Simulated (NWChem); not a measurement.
SnNH3Cl2; SMILES [NH2][SnH]([Cl])[Cl]

```xyz
7

Sn     0.2910    -0.3025     0.0000
N      1.8482     0.9775     0.0000
Cl    -0.9411     0.2445     1.9118
Cl    -0.9411     0.2445    -1.9118
H      0.5132    -1.9975     0.0000
H      2.4348     0.9187     0.8299
H      2.4348     0.9187    -0.8299
```
Atoms are numbered in this order, from 1.

This is a stationary point of PBE0/def2-SVP with def2 effective core potentials on Sn (NWChem), point group Cs. def2 effective core potentials on Sn; no spin-orbit coupling.

### Question
Is it a minimum? If not, what does it relax to?

### Answer
No. It has an imaginary frequency of 84i cm⁻¹. Following that mode (on a finer grid) lowers the energy by 2.1 kcal/mol and ends, with real frequencies alone, at point group C1:
```xyz
7

Sn     0.3305    -0.3814     0.0227
N      2.0885     0.6171     0.0371
Cl    -1.0336     0.7346     1.5682
Cl    -0.6700    -0.2186    -2.1004
H      0.4221    -2.0277     0.4352
H      2.4657     0.7485    -0.9011
H      1.9714     1.5407     0.4539
```
